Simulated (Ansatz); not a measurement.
Z-matrix (Å, degrees):
```
C
Ga 1 1.976
H 1 1.092 2 112.0
H 1 1.095 2 109.2 3 -118.5
H 1 1.092 2 112.1 3 122.8
C 2 1.976 1 119.9 3 30.6
C 2 1.976 1 120.1 3 -152.5
H 6 1.095 2 109.2 1 87.9
H 6 1.092 2 112.0 1 -30.6
H 6 1.092 2 112.1 1 -153.4
H 7 1.095 2 109.2 1 -89.9
H 7 1.092 2 112.0 1 151.7
H 7 1.092 2 112.1 1 28.8
```

Total charge 0; spin multiplicity 1.

**Question.** List the r2SCAN/def2-TZVPP orbital energies in eV (the Gaussian-basis code of Ansatz). (Best estimate.)

**Answer.** Computed: Occupied: -10121.35, -1243.55, -1100.02, -1099.87, -1099.87, -272.25, -272.25, -272.25, -147.14, -100.16, -99.76, -99.76, -19.84, -19.60, -19.60, -19.55, -19.55, -17.58, -17.09, -17.09, -9.99, -9.86, -9.84, -9.84, -9.57, -9.57, -9.45, -6.45, -6.45. Lowest empty: -1.05, 0.48, 1.90, 1.90, 2.54, 3.03, 3.03, 3.28.
